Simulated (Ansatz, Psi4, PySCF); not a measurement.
CH$_{5}$GeNO, singlet, geometry from GFN2-xTB, atoms displaced at random by about 0.03 Å a coordinate. Base run: HF/6-31G, gradient (PySCF).

The PySCF input:
```python
from pyscf import gto, scf

mol = gto.M(
    atom='''
Ge   -0.253055    0.259982    0.691769
O     1.216518   -0.062290   -0.301882
C     1.439533   -0.477494   -1.666217
H     0.680226   -0.132310   -2.378384
H     2.413373   -0.018127   -2.014163
H     1.535491   -1.518230   -1.630445
N    -1.581938   -0.254969   -0.380678
H    -1.482518   -0.661089   -1.358637
H    -2.532996   -0.250043   -0.148920
''',
    basis='6-31g',
    charge=0,
    spin=0,
    verbose=4,
)

mf = scf.RHF(mol)
mf.kernel()
g = mf.nuc_grad_method()
grad = g.kernel()
```

Programs used: Ansatz (a quantum-chemistry and plane-wave program), Psi4, PySCF; a row that names a program was run with it.

The coordinate followed is y of atom 2.

Variants of this job, named by their change:

```json
[
 {"change": "base", "dE/dx (Eh/bohr)": "-0.004103", "net force (Eh/bohr)": "0.000000"},
 {"change": "density fitting = on; auxbasis_response = off", "dE/dx (Eh/bohr)": "-0.004179", "net force (Eh/bohr)": "0.001409"},
 {"change": "code = psi4", "dE/dx (Eh/bohr)": "-0.004606", "net force (Eh/bohr)": "0.000000"},
 {"change": "finite difference step (bohr) = 0.05; conv_tol = 1e-11", "dE/dx (Eh/bohr)": "-0.004104", "net force (Eh/bohr)": "-"},
 {"change": "code = ansatz", "dE/dx (Eh/bohr)": "-0.004159", "net force (Eh/bohr)": "0.000000"},
 {"change": "finite difference step (bohr) = 0.2; conv_tol = 1e-11", "dE/dx (Eh/bohr)": "-0.004127", "net force (Eh/bohr)": "-"},
 {"change": "finite difference step (bohr) = 1e-5; conv_tol = 1e-11", "dE/dx (Eh/bohr)": "-0.004104", "net force (Eh/bohr)": "-"},
 {"change": "conv_tol = 1e-4", "dE/dx (Eh/bohr)": "-0.004134", "net force (Eh/bohr)": "0.000000"},
 {"change": "finite difference step (bohr) = 1e-3; conv_tol = 1e-11", "dE/dx (Eh/bohr)": "-0.004103", "net force (Eh/bohr)": "-"},
 {"change": "density fitting = on", "dE/dx (Eh/bohr)": "-0.004105", "net force (Eh/bohr)": "0.000000"},
 {"change": "conv_tol = 1e-11", "dE/dx (Eh/bohr)": "-0.004103", "net force (Eh/bohr)": "0.000000"},
 {"change": "conv_tol = 1e-6", "dE/dx (Eh/bohr)": "-0.004103", "net force (Eh/bohr)": "0.000000"}
]
```

The net force is zero for an exact gradient.
